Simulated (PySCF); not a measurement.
Isomers of C5H7FN2S, one GFN2-xTB conformer each. Single-point energies are computed at PBE0/pcSseg-1 (PySCF, gas phase, no added dispersion term), electronic only.

Problem. Rank them by PBE0/pcSseg-1 energy, lowest first (kJ/mol).
A. `[CH3:1][n:2]1[cH:3][cH:4][c:5]([S:6][CH2:7][F:8])[n:9]1` with C4–C5–S6–C7 -169°, C5–S6–C7–F8 85°
B. `[CH3:1][CH2:2][CH2:3][c:4]1[n:5][s:6][c:7]([F:8])[n:9]1` with C1–C2–C3–C4 178°, C2–C3–C4–N5 114°

Solution. B (0.0), A (60.6).

As drawn, the higher has an N–N linkage, which the lower lacks. GFN2-xTB itself gives, in the same order: 0.0, 61.2. Both levels put the same isomer lowest.

Problem. Which frontier levels, dipoles and rotational constants go with these structures?

Solution. 
| SMILES | HOMO (eV, PBE0/pcSseg-1) | LUMO (eV) | dipole (D) | A, B, C (MHz) |
| --- | --- | --- | --- | --- |
| CCCc1nsc(F)n1 | -7.84 | -1.14 | 0.42 | 3242, 740.3, 631.9 |
| Cn1ccc(SCF)n1 | -6.26 | 0.20 | 3.67 | 2628, 899.2, 716.1 |

Problem. As an exercise, what shares would exp(−E/RT) give at 2000 K from these electronic energies alone (no entropy, no degeneracies)?

Solution. RT = 16.629 kJ/mol: CCCc1nsc(F)n1 97.4 %, Cn1ccc(SCF)n1 2.6 %.
